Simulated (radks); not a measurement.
Values are calculated unless marked as measured or tabulated.
Task: Species: neutral copper. Configuration: [Ar] 3d8 4s2 4p1 (not the ground configuration). Code: a radial shooting solver on a logarithmic mesh with Libxc functionals. Model: Dirac Kohn-Sham, PBE, spin-unpolarised, spherical densities, finite nucleus; open shells are shared between the two j in proportion to 2j + 1; Fermi nuclear charge, rms radius 3.8823 fm. Some entries of the table are withheld. Estimate them.

orbital      occ.  eigenvalue (eV)  <1/r> (bohr^-1)
1s1/2           2        -8862.862            29.16
2s1/2           2              (1)            6.358
2p1/2           2              (2)              (3)
2p3/2           4              (4)              (5)
3s1/2           2        -128.6131            2.021
3p1/2           2         -87.5410              (6)
3p3/2           4         -84.8864              (7)
3d3/2         3.2              (8)            1.509
3d5/2         4.8              (9)            1.500
4s1/2           2          -8.3656           0.5286
4p1/2    0.333333          -2.6731           0.3766
4p3/2    0.666667          -2.5762           0.3700

Result: 
(1) 2s1/2 eigenvalue (eV): -1077.458
(2) 2p1/2 eigenvalue (eV): -945.6110
(3) 2p1/2 <1/r> (bohr^-1): 6.312
(4) 2p3/2 eigenvalue (eV): -925.1295
(5) 2p3/2 <1/r> (bohr^-1): 6.172
(6) 3p1/2 <1/r> (bohr^-1): 1.893
(7) 3p3/2 <1/r> (bohr^-1): 1.859
(8) 3d3/2 eigenvalue (eV): -17.4059
(9) 3d5/2 eigenvalue (eV): -17.0855
